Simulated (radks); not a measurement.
Values are calculated unless marked as measured or tabulated.
Initial-state core-level shifts of the palladium ion Pd3+ when its valence configuration changes from [Kr] 4d7. Level of theory: scalar-relativistic Kohn-Sham, PBEsol, spin-polarised, spherical densities, point nucleus; open shells are filled with parallel spins first (spin-orbit coupling, left out, can overturn this in heavy ions) (a radial shooting solver on a logarithmic mesh with Libxc functionals). Shifts are changes of the shell-averaged eigenvalues in eV (positive: less bound).

| valence | 2s | 3s | 3d | 4s |
|---|---|---|---|---|
| 4d6 5s1 | -6.209 | -5.969 | -6.016 | -5.104 |
| 4d6 5p1 | -7.401 | -7.184 | -7.228 | -6.304 |
| 4d6.5 5s0.5 | -3.070 | -2.957 | -2.979 | -2.549 |
| 4d5 5p2 | -15.014 | -14.518 | -14.615 | -12.524 |
| 4d6.5 5p0.5 | -3.673 | -3.573 | -3.593 | -3.160 |
| 4d5 5s2 | -12.837 | -12.306 | -12.406 | -10.416 |
